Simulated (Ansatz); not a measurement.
`CCB(O)BCl` at its PBE0-D4/def2-TZVP geometry, where that method's forces vanish. Total charge 0; spin multiplicity 1.

```xyz
13

C    -0.7853   -0.4969    1.4977
C    -0.8683   -0.7143   -0.0149
B     0.3476   -0.1032   -0.7920
O     1.0232   -0.8934   -1.6638
B     0.8662    1.5357   -0.6036
Cl    2.3947    1.9866   -1.3442
H     0.0765   -1.0145    1.9273
H    -0.6861    0.5636    1.7467
H    -1.6762   -0.8697    2.0082
H    -1.7739   -0.2139   -0.3891
H    -0.9865   -1.7773   -0.2471
H     1.7620   -0.4332   -2.0802
H     0.3061    2.4307   -0.0451
```

(1) What forces (eV/Å) does PBE-D4/def2-TZVPP give on these atoms in the Gaussian-basis code of Ansatz? (Estimate.)

## Answers

(1) Ansatz gave: 
```
C1  -0.006  0.003  0.022
C2   0.094  0.010 -0.074
B3  -0.140  0.373  0.245
O4  -0.122 -0.572 -0.128
B5  -0.115 -0.155  0.031
Cl6  0.180  0.056 -0.090
H7   0.165 -0.095  0.089
H8   0.024  0.204  0.060
H9  -0.178 -0.071  0.115
H10 -0.181  0.090 -0.075
H11 -0.043 -0.218 -0.052
H12  0.381  0.253 -0.207
H13 -0.061  0.122  0.064
```
